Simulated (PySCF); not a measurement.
## Computed spin Hamiltonian

C5H11OSi (doublet state).
Geometry (GFN2-xTB, Å), atoms numbered from 1 in this order:
```
atom  x, y, z in Å
C1     3.543    1.054   -0.136
C2     2.383    1.031    0.454
O3     1.280    0.358    0.382
Si4    0.727   -0.975   -0.413
C5    -1.069   -1.140    0.175
C6    -2.113   -0.448   -0.704
C7    -1.936    1.064   -0.742
H8     4.310    1.752    0.143
H9     3.789    0.366   -0.947
H10    1.545   -2.124   -0.016
H11    0.848   -0.768   -1.858
H12   -1.165   -0.764    1.196
H13   -1.311   -2.204    0.213
H14   -3.111   -0.679   -0.320
H15   -2.053   -0.848   -1.718
H16   -2.000    1.479    0.262
H17   -2.709    1.524   -1.355
H18   -0.966    1.327   -1.157
```

The hyperfine couplings belong to this conformer and change with its torsions.

As a line formula: `[C](O[SiH2]CCC)=C` [radical].

The calculation used PySCF, UKS B3LYP, pcH-1 on C H O Si, non-relativistic, mean-field spin-orbit, GIAO. One conformer (not necessarily the lowest) at the GFN2-xTB geometry, without solvent, vibrations or thermal averaging. Couplings are sensitive to structure, and on GFN2-xTB geometries they can be far from those on DFT ones. Stability of the SCF solution: not tested.

* g1, g2, g3: 2.00135, 2.00219, 2.00335
* g_iso: 2.00230
* Form of g: rhombic: the two nearest values differ by 42 % of g3 − g1
* ⟨S²⟩: 0.7572 (exact 0.7500)
* α and β electrons: 32, 31
* HOMO–LUMO gap, α and β orbitals: 6.36, 4.78 eV
* Basis functions: 295

Isotropic coupling and dipolar principal values T1 to T3, in G (MHz turned into gauss with g_iso; 10 G = 1 mT):

```
atom  isotope  a_iso  of which spin–orbit     T1     T2    T3  Mulliken spin population
  C1      13C   26.6                  0.0   -7.1   -0.6   7.6                     -0.13
  C2      13C  160.1                  0.0  -27.7  -20.4  48.1                      0.91
  O3      17O  -49.6                  0.0  -10.7    4.9   5.8                      0.06
 Si4     29Si  -21.0                  0.0   -5.8    2.9   3.0                      0.05
  C5      13C   -0.4                  0.0   -0.1   -0.1   0.2                      0.00
  C6      13C    0.0                  0.0   -0.1   -0.1   0.1                      0.00
  C7      13C    0.0                  0.0   -0.1   -0.1   0.2                      0.00
  H8       1H   19.6                  0.0   -2.6   -2.2   4.8                      0.02
  H9       1H   50.4                  0.0   -2.0   -0.6   2.6                      0.08
 H10       1H    1.3                  0.0   -0.8   -0.5   1.4                      0.00
 H11       1H    3.1                  0.0   -0.8   -0.5   1.3                      0.01
 H12       1H    0.0                  0.0   -0.5   -0.5   1.0                      0.00
 H13       1H    0.1                  0.0   -0.3   -0.2   0.5                      0.00
 H14       1H    0.0                  0.0   -0.2   -0.1   0.3                      0.00
 H15       1H    0.0                  0.0   -0.2   -0.2   0.4                      0.00
 H16       1H    0.0                  0.0   -0.4   -0.3   0.7                      0.00
 H17       1H    0.0                  0.0   -0.2   -0.2   0.4                      0.00
 H18       1H    0.0                  0.0   -0.6   -0.5   1.0                      0.00
```

Largest spin populations (Mulliken): C2 (+0.91), C1 (-0.13) and H9 (+0.08). C2 is the only atom above +0.15.

Axes: g1 points within 10° of the C2–O3 bond and g2 points within 2° of the C1–H9 bond.

Under fast tumbling the dipolar parts average out, and these isotropic splittings remain: 1 × 1H (H9, I = 1/2, 2 lines) with 5.04 mT, 1 × 1H (H8, I = 1/2, 2 lines) with 1.96 mT and 2 × 1H (H10/H11, I = 1/2, 3 lines) with 0.22 mT.

Means are taken over nuclei equivalent by connectivity, which assumes that they swap fast. The 1H value of +6.1 MHz is a mean of couplings from 3.6 to 8.6 MHz in this one geometry, not an average over conformers.

The 13C coupling of C2 (448.6 MHz) shows only in satellite lines or after enrichment, since that isotope makes up about 1.07 % of natural carbon.

The 17O coupling of O3 (-139.1 MHz) shows only in satellite lines or after enrichment, since that isotope makes up about 0.038 % of natural oxygen.

Examples of negative spin density at the nucleus (bohr⁻³): C5 (-0.0011).
